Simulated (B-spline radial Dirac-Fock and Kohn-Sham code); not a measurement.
# EELS cross sections of the Te N5 (4d5/2) edge

System: atomic tellurium in the configuration 1s2 2s2 2p6 3s2 3p6 3d10 4s2 4p6 4d10 5s2 5p4. Level of theory: the first Born approximation with generalised oscillator strengths from a Dirac-Hartree-Slater potential (longitudinal and transverse terms; continuum final states only, so no white lines or fine structure); a radial B-spline solver. The edge is taken at 48.38 eV (orbital energy of the model).

Edge shape dσ/dE in barn per eV:

```
E − edge (eV)  100 kV, 50 mrad  120 kV, 20 mrad  300 kV, 5 mrad
            1             2320             2000            1040
            3             2820             2440            1270
            6             4640             4050            2230
           10            11500            10100            5800
           15            26900            23700           13600
           20            26900            23600           13300
           30            11600            10000            5370
           40             4800             4010            2000
           50             2190             1740             779
           65              898              634             222
           80              527              327            86.5
          100              379              212            50.9
          125              313              168            48.2
          150              270              141            47.5
          200              193             97.7            39.1
          250              135             66.7            28.9
          300             94.5             46.2            20.8
```

For the first setting the maximum lies 20 eV above the edge. The intensity 300 eV above the edge is 0.35 % of the maximum.

Values without a named source are computed, but for edge energies of neutral atoms, which are taken from tables.
